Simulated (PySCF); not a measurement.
Molfile (atoms numbered from 1):
```
C7H12FNO
     RDKit          3D

 22 21  0  0  0  0  0  0  0  0999 V2000
    1.4055    2.0823    0.5724 C   0  0  0  0  0  0  0  0  0  0  0  0
    1.1482    0.6726    0.0848 C   0  0  0  0  0  0  0  0  0  0  0  0
    1.6849    0.4345   -1.3163 C   0  0  0  0  0  0  0  0  0  0  0  0
   -0.2592    0.4782    0.1395 O   0  0  0  0  0  0  0  0  0  0  0  0
   -0.7043   -0.8465    0.1790 C   0  0  1  0  0  0  0  0  0  0  0  0
   -0.9947   -1.3036    1.5944 C   0  0  0  0  0  0  0  0  0  0  0  0
   -1.9662   -0.8783   -0.6881 C   0  0  2  0  0  0  0  0  0  0  0  0
   -2.5161   -2.1309   -0.6755 F   0  0  0  0  0  0  0  0  0  0  0  0
   -1.6675   -0.4860   -2.0723 C   0  0  0  0  0  0  0  0  0  0  0  0
   -1.4298   -0.1902   -3.1642 N   0  0  0  0  0  0  0  0  0  0  0  0
    0.8983    2.8055   -0.0844 H   0  0  0  0  0  0  0  0  0  0  0  0
    2.4824    2.3049    0.5690 H   0  0  0  0  0  0  0  0  0  0  0  0
    1.0194    2.2154    1.5930 H   0  0  0  0  0  0  0  0  0  0  0  0
    1.6305   -0.0391    0.7855 H   0  0  0  0  0  0  0  0  0  0  0  0
    1.2168    1.1312   -2.0276 H   0  0  0  0  0  0  0  0  0  0  0  0
    1.4807   -0.5877   -1.6681 H   0  0  0  0  0  0  0  0  0  0  0  0
    2.7751    0.5823   -1.3410 H   0  0  0  0  0  0  0  0  0  0  0  0
    0.0272   -1.5311   -0.2910 H   0  0  0  0  0  0  0  0  0  0  0  0
   -1.7130   -0.6199    2.0715 H   0  0  0  0  0  0  0  0  0  0  0  0
   -1.4095   -2.3212    1.6025 H   0  0  0  0  0  0  0  0  0  0  0  0
   -0.0696   -1.2996    2.1888 H   0  0  0  0  0  0  0  0  0  0  0  0
   -2.6976   -0.1600   -0.2772 H   0  0  0  0  0  0  0  0  0  0  0  0
  1  2  1  0
  2  3  1  0
  2  4  1  0
  4  5  1  0
  5  6  1  0
  5  7  1  0
  7  8  1  0
  7  9  1  0
  9 10  3  0
  1 11  1  0
  1 12  1  0
  1 13  1  0
  2 14  1  0
  3 15  1  0
  3 16  1  0
  3 17  1  0
  5 18  1  6
  6 19  1  0
  6 20  1  0
  6 21  1  0
  7 22  1  1
M  END
```

Theoretical values (PySCF 2.14.0 with density-fitted response routines): shieldings: GIAO KT3/pcSseg-1, PBE0-D3(BJ)/def2-SVP geometry. No solvent model, averaged over atoms made equivalent by symmetry, fast rotation or ring inversion, non-relativistic, one conformer.

Referencing at the same level of theory: $^{13}$C (σref 182.31) and $^{1}$H (σref 31.32) vs TMS; $^{17}$O (σref 329.03) vs H2O; CFCl3 for $^{19}$F (σref 149.45); $^{15}$N (σref 262.01) vs NH3.

```csv
atoms,nucleus,count,δ (ppm)
O4,$^{17}$O,1,87.8
H18,$^{1}$H,1,3.40
C1,$^{13}$C,1,24.5
C3,$^{13}$C,1,?
C5,$^{13}$C,1,72.6
H19/H20/H21,$^{1}$H,3,?
C9,$^{13}$C,1,?
H22,$^{1}$H,1,4.18
H15/H16/H17,$^{1}$H,3,1.24
C2,$^{13}$C,1,72.2
F8,$^{19}$F,1,?
C6,$^{13}$C,1,17.8
H14,$^{1}$H,1,3.49
N10,$^{15}$N,1,?
H11/H12/H13,$^{1}$H,3,1.17
C7,$^{13}$C,1,81.0
```

Fill in the missing shifts.

Results:


- C9: 110.4 ppm, nitrile carbon; this is the usual window of a C≡N carbon, which has no attached hydrogen
- C3: 21.1 ppm, methyl carbon; aliphatic region, no heteroatom directly attached
- H19/H20/H21: 1.18 ppm, hydrogen on a methyl carbon
- F8: -227.7 ppm, fluorine on an sp3 carbon
- N10: 288.8 ppm, nitrile nitrogen

Shifts are as computed, not scaled to solution data. Of 1211 compounds with measured shifts, 218 miss one by over three times the rms of a fit or turn the order of signals round; such compounds aren't used in these exercises. Unscaled 19F shifts against computed CFCl3 carry errors that often reach 10 to 50 ppm. Experimental scales use liquid or dissolved standards, which lie at an offset from isolated NH3 (liquid NH3: subtract about 20 ppm) and H2O (liquid H2O: subtract about 36 ppm). Unscaled 15N shifts of sp2 nitrogen come out 20 to 40 ppm too high even then.
